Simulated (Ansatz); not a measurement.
A structure relaxed at PBE-D4/def2-SVPD in Ansatz, charge -1, doublet:

```xyz
7

Si    0.114   -0.390    2.006
Si   -0.892    0.518   -0.497
Si    1.424   -0.195   -0.120
S    -1.033    1.484    1.456
S     3.075   -1.011   -0.930
S    -1.752    1.156   -2.210
S    -0.935   -1.562    0.294
```

Give its formula.

the cluster Si3S4⁻.

Summarise the bond lengths by kind (pairs closer than 1.2 times the sum of covalent radii, bridged metal pairs left out).

6 × S–Si 2.01 to 2.32 Å; 2 × Si–Si 2.45 to 2.50 Å.

Another isomer (doublet) lies 0.71 eV lower at PBE0-D4/def2-TZVPD; other spin states weren't run for this one.
